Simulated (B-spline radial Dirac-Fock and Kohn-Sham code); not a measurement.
## I 3s: cross section and angular parameters

System: neutral iodine, configuration [Kr] 4d10 5s2 5p5; threshold 1072.0 eV (tabulated edge). These are calculated numbers from a B-spline atomic structure program; the model is Dirac-Hartree-Slater photoionisation with a Latter tail; cross sections with all multipoles, angular parameters from the dipole term and its interference with E2.

For linearly polarised light dσ/dΩ = σ/(4π) [1 + β P₂(cos θ) + (δ + γ cos²θ) sin θ cos φ], with θ from the polarisation vector and φ the angle between the beam and the projection of the electron momentum on the plane normal to the polarisation.

```
hν (eV)  σ (kb)      β       γ
   1310    59.4  1.981   0.696
   1330    58.2  1.981   0.676
 1486.9       ?      ?       ?
   2000    31.8  1.986   0.255
   2380    24.0  1.987   0.121
   2550    21.4  1.987   0.075
   2610    20.5  1.987   0.061
 2984.4    16.3  1.988  -0.012
   3250    14.0  1.988  -0.049
   5090    6.11  1.990  -0.106
   5200    5.86  1.990  -0.103
   5640    5.01  1.990  -0.084
   5920    4.56  1.990  -0.069
 9251.7    1.84  1.990   0.226
  14000   0.762  1.990   0.737
```

**Question.** Give the values at Al Kα (taken as 1486.9 eV).

**Answer.** σ = 49.9 kb, β = 1.983, γ = 0.543. For an s subshell δ is negligible.
